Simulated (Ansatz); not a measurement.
`COCN[SiH3]` → `CC(O)N[SiH3]`  (isomerisation)

Isolated molecules relaxed with PBE0-D4/def2-TZVP in Ansatz; ΔE leaves out vibrations. CBS: MP2 limit from def2 TZ/QZ plus the TZ coupled-cluster correction, frozen cores. One conformer a species, not always the lowest.

```json
{"level": "CCSD(T)/def2-TZVPP", "ΔE (kJ/mol)": "-57.0"}
{"level": "HF/def2-QZVPP", "ΔE (kJ/mol)": "-51.3"}
```

What does CCSD(T)/CBS give? (An estimate is asked.)

Computed: -60.5 kJ/mol. The listed levels differ from it by 3.5, 9.2 kJ/mol.

Largest T1 diagnostic among the species: 0.011.

In def2-TZVPP, CCSD(T) changes the Hartree–Fock value by −5.8 kJ/mol (the triples alone add −0.0 kJ/mol) and MP2 by −9.9 kJ/mol.

CCSD(T)/CBS has its own doubt, a few kJ/mol and more with outer-core shells, so smaller differences from it don't rank the levels.
